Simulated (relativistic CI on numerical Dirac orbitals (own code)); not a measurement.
# Charge states of erbium

Computed by Dirac-Coulomb-Breit CI, separate exchange-only KLI orbitals for each configuration, a model potential for QED, valence Slater integrals scaled by 0.9 (own radial code, finite nucleus).

Each species is treated in one configuration, given outside its closed core. Radial values are for the open shell of highest l, unscaled and averaged over j; ζ includes the Breit term. Labels give the leading LS character, summed over repeated terms.

```csv
Ion,Configuration,Its lowest level,LS weight (%),Next level,E (cm⁻¹),⟨r⟩ (bohr),⟨r²⟩ (bohr²),F² (cm⁻¹),F⁴ (cm⁻¹)
Er27+,4d⁵,J = 5/2 (mixed),31,J = 5/2 (mixed),57997,0.4965,0.2816,203000,138000
Er28+,4d⁴,³P0,55,⁵D1,64845,0.4918,0.2764,204900,139400
Er29+,4d³,⁴F3/2,57,⁴F5/2,69286,0.4873,0.2713,206700,140700
Er30+,4d²,³F2,78,³P0,54167,0.4828,0.2663,208400,141900
Er31+,4d,²D3/2,100,²D5/2,95664,0.4785,0.2615,,
Er32+,3d¹⁰4s²4p⁶,¹S0,100,,,,,,
Er33+,3d¹⁰4s²4p⁵,²P°3/2,100,²P°1/2,473730,0.4687,0.2485,,
Er34+,3d¹⁰4s²4p⁴,³P2,71,¹S0,60555,0.4657,0.2452,219800,
Er35+,3d¹⁰4s²4p³,J = 3/2 (mixed),46,⁴S°3/2,445020,0.4626,0.2421,221000,
Er36+,3d¹⁰4s²4p²,³P0,72,³P1,459740,0.4596,0.239,222300,
Er37+,3d¹⁰4s²4p,²P°1/2,100,²P°3/2,505170,0.4567,0.236,,
Er38+,3d¹⁰4s²,¹S0,100,,,,,,
Er39+,3d¹⁰4s,²S1/2,100,,,0.4418,0.2195,,
Er40+,3d¹⁰,¹S0,100,,,,,,
Er41+,3d⁹,²D5/2,100,²D3/2,354700,0.1956,0.04451,,
Er42+,3d⁸,³F4,88,J = 2 (mixed),63209,0.1939,0.04369,524800,338400
Er43+,3d⁷,⁴F9/2,61,J = 3/2 (mixed),89385,0.1922,0.0429,530100,342000
Er44+,3d⁶,J = 4 (mixed),40,J = 2 (mixed),55027,0.1905,0.04213,535300,345500
Er45+,3d⁵,J = 5/2 (mixed),27,J = 5/2 (mixed),293010,0.1889,0.04139,540500,349100
Er46+,3d⁴,³P0,59,⁵D1,328910,0.1874,0.04067,545700,352600
Er47+,3d³,?,?,?,?,?,?,?,?
Er48+,3d²,³F2,75,³P0,156580,0.1843,0.03929,556100,359700
Er49+,3d,²D3/2,100,²D5/2,418380,0.1828,0.03863,,
Er50+,3s²3p⁶,¹S0,100,,,,,,
```

(1) Fill in the row of Er47+.

Results:

(1) Its lowest level J = 3/2 (mixed); LS weight (%) 47; Next level ⁴F5/2; E (cm⁻¹) 339220; ⟨r⟩ (bohr) 0.1858; ⟨r²⟩ (bohr²) 0.03997; F² (cm⁻¹) 550900; F⁴ (cm⁻¹) 356100.
